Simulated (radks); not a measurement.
Cs4+, 51 electrons, occupied as [Kr] 4d10 5s2 5p3 (the NIST ground configuration).

Calculated with a radial shooting solver on a logarithmic mesh with Libxc functionals: Dirac Kohn-Sham, PW91, spin-unpolarised, spherical densities, finite nucleus; open shells fill j = l - 1/2 first; Fermi nuclear charge, rms radius 4.8041 fm.

Energy parts (hartree):
total: -7787.1649
kinetic: 8292.4775
electron-nucleus: -18854.3071
Hartree: 2967.0294
exchange-correlation: -192.3647

Orbitals (lengths in bohr, moments of r in powers of bohr):
| orbital | occ. | eigenvalue (hartree) | <1/r> | <r> | small-component weight |
|---|---|---|---|---|---|
| 1s1/2 | 2 | -1316.241 | 59.40 | 0.02611 | 4.12e-02 |
| 2s1/2 | 2 | -207.7540 | 13.92 | 0.1117 | 8.86e-03 |
| 2p1/2 | 2 | -195.5682 | 13.90 | 0.09402 | 8.90e-03 |
| 2p3/2 | 4 | -182.6171 | 12.73 | 0.09991 | 8.41e-03 |
| 3s1/2 | 2 | -44.45856 | 4.989 | 0.2987 | 2.66e-03 |
| 3p1/2 | 2 | -39.36451 | 4.901 | 0.2887 | 2.60e-03 |
| 3p3/2 | 4 | -36.88244 | 4.612 | 0.3005 | 2.47e-03 |
| 3d3/2 | 4 | -27.92362 | 4.471 | 0.2713 | 2.35e-03 |
| 3d5/2 | 6 | -27.39660 | 4.396 | 0.2750 | 2.31e-03 |
| 4s1/2 | 2 | -9.66967 | 2.037 | 0.6941 | 7.91e-04 |
| 4p1/2 | 2 | -7.83971 | 1.931 | 0.7196 | 7.27e-04 |
| 4p3/2 | 4 | -7.33139 | 1.837 | 0.7469 | 6.85e-04 |
| 4d3/2 | 4 | -4.35101 | 1.606 | 0.8260 | 5.46e-04 |
| 4d5/2 | 6 | -4.26615 | 1.583 | 0.8361 | 5.35e-04 |
| 5s1/2 | 2 | -2.42020 | 0.8065 | 1.640 | 1.78e-04 |
| 5p1/2 | 2 | -1.92216 | 0.7221 | 1.814 | 1.47e-04 |
| 5p3/2 | 1 | -1.84247 | 0.6939 | 1.876 | 1.39e-04 |

The highest occupied level is 5p3/2 at -50.136 eV. The density falls to 0.001 e/bohr^3 at r = 3.41 bohr. The electron density at the nucleus is 2.963e+05 e/bohr^3. For comparison, the ionisation energy in NIST's Atomic Spectra Database is 56 eV (theoretical). In exact Kohn-Sham theory the highest level is minus the ionisation energy, but local and semilocal functionals leave it too shallow, through self-interaction and a potential that decays too fast; potentials with the right tail come closer. Summed over all electrons, <r^2> = 31.99 bohr^2, which gives a Langevin (diamagnetic) susceptibility term of -25.3 x 10^-6 cm^3/mol.

Beside tabulated values, note that spin-unpolarised runs miss the spin-polarisation part of the exchange energy of open shells.
